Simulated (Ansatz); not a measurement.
A run for Ansatz (a program for electronic structure): R-revPBE/def2-TZVPPD on HI (SMILES I). Elements past Kr take the def2 small-core potentials; no spin–orbit coupling. Files ending in .json are basis or fitting sets from the Basis Set Exchange.

Ansatz 0.2 input:
```yaml
crystal:
  periodic: [false, false, false]
  atoms:
    - {symbol: I, position_ang: [-0.03195044, -0.41293503, 3.86027019]}
    - {symbol: H, position_ang: [-0.05668870, -0.24419623, 2.14626001]}
basis:
  gaussian:
    orbitals: def2-TZVPPD.json
hamiltonian:
  xc: {name: revPBE}
scf: {lower_state_search: off}
```

Program output:

```
WARN ansatz: RAYON_NUM_THREADS=2 ignored (pool sized by the plan → 2); use --threads N
Functional definition: revPBE
these checks for a lower state are left out or cut short: stability, starts, cluster_reference, orbital_swaps, neighbouring_geometries, increment
integrals: 0.01 GiB planned
473 factors; their error is unknown
mean field: 0.16 GiB planned
mean field evaluation 1: about -8118.3141 eV, gradient 6.4e0 eV
mean field evaluation 2: about -8118.2598 eV, gradient 9.7e0 eV
mean field evaluation 4: about -8118.4535 eV, gradient 6.9e-1 eV
mean field evaluation 8: about -8118.4425 eV, gradient 8.6e-3 eV
mean field -8118.44248372 eV, -298.3472583988 hartree, gradient 2.9e-6 eV, S^2 0.000000; 0 other end points of the search recorded, 0 dependent functions left out
reference -8118.44253628 eV, -298.3472603305 hartree; 13, 13 occupied and 63, 63 virtual orbitals, 473 factors
Total energy: -8118.44253628 eV, -298.3472603305 hartree
Checks for a lower state left out: stability, starts, cluster_reference, orbital_swaps, neighbouring_geometries, increment
```

The run converged.

Cost: about 0.6 core-seconds (a rough figure).
